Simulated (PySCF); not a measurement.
CHBr2F, SMILES FC(Br)Br. Coordinates come from a PBE-D3(BJ)/def2-SVP optimisation.

Method: PBE-D3(BJ)/def2-SVP in PySCF.

Harmonic wavenumbers (cm⁻¹): 162, 284, 347, 603, 655, 1115, 1124, 1266, 3068. Rotational constants (GHz): 5.396, 1.189, 0.9947; symmetry number 1.

**Question.** Work out the zero-point energy and the ideal-gas rigid-rotor harmonic-oscillator thermochemistry at 298.15 K and 1 atm.

**Answer.** ZPE = ½ Σ hcν = ½ × 8625 cm⁻¹ = 51.59 kJ/mol. H − E(el) = 66.17 kJ/mol. Entropy in J/(mol K): translation 174.30, rotation 118.46, vibration 25.80, total 318.57. G − E(el) = -28.81 kJ/mol. Cp = 65.93 J/(mol K).
